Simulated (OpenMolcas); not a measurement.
**F3+: from CASSCF to CASPT2**

| Item | Value |
| --- | --- |
| Program | OpenMolcas 26.06 |
| Basis | ANO-RCC-VQZP [5s4p3d2f1g] |
| Scalar Hamiltonian | DKH2, point nucleus |
| Active space | 4 electrons in 8 orbitals (2s 2p 3s 3p) |
| State averaging | 2S+1 = 3 even, 3 roots; 2S+1 = 1 even, 6 roots; 2S+1 = 5 odd, 1 root; 2S+1 = 3 odd, 9 roots; 2S+1 = 1 odd, 8 roots |
| Spin-orbit coupling | state interaction with AMFI integrals over the reference wave functions, term energies averaged over their components |

Methods on the same reference wave functions:
A. CASSCF
B. SS-CASPT2, IPEA 0.25 Eh, imaginary shift 0.1 Eh (closed shells correlated: 1s)

Energies in cm-1 above 2s2 2p2 3P0, the measured ground level; measured values from Moore, Atomic Energy Levels, vol. I, NSRDS-NBS 35 (1971 reprint of NBS Circular 467, 1949).

```tsv
Level	A	B	Measured
2s2 2p2 3P0	0.0	0.0	0.0
2s2 2p2 3P1	217	217	225
2s2 2p2 3P2	634	634	613
2s2 2p2 1D2	27946	25640	25241
2s2 2p2 1S0	49630	53490	53544
2s 2p3 5S* 2	63822	72340	
2s 2p3 3D* 1	150998	146750	147902
2s 2p3 3D* 2	151003	146750	147889
2s 2p3 3D* 3	151016	146770	147842
2s 2p3 3P* 0	176276	175050	
2s 2p3 3P* 1	176286	175060	175242
2s 2p3 3P* 2	176304	175080	175237
2s 2p3 1D* 2	243428	230060	
2s 2p3 3S* 1	249635	238750	
2s 2p3 1P* 1	268348	257910	257390
```

Deviations, from unrounded energies. A percentage is the sum of absolute deviations over the sum of measured energies, with the sign that they share, or ± where signs differ.

| Against measurement | Levels | A | B |
| --- | --- | --- | --- |
| mean absolute deviation (cm-1) | 10 | 2900 | 470 |
| fine structure of the ground term (%) | 2 | ±3.5 | ±3.4 |
| other terms of the ground configuration (%) | 2 | ±8.4 | ±0.6 |
| other configurations (%) | 6 | +2.1 | ±0.4 |

B lies closest to measurement on these levels. The largest miss of B in the table is 2s 2p3 3D* 1, by -1200 cm-1. The ranking rests on the paired levels alone, and a cruder setting can come out closer through cancelling errors.

From A to B the spin-free energies of the other terms of 2s2 2p2 shown, above 3P, scale by factors of 0.92 to 1.08.

The lowest spin-free term lies below A's lowest term by 0.072 hartree in B.

Term energies are means over components that CASPT2 splits; among the terms shown or strongly mixed into the levels shown the widest spread is 33 cm-1 (2s2 2p2 1D, B). Active for correlation alone: 3p 3s; no level in the range computed is led by a configuration that fills them, so any true level of that kind is missing. Measured partners are found by configuration, term and J. A level has none where our copy of the source lacks it or the pairing is in doubt (some pairs that miss far off the trend of their configuration count as doubtful), and it then counts in no deviation. Levels of configurations outside the active space are missing.

* marks odd parity.
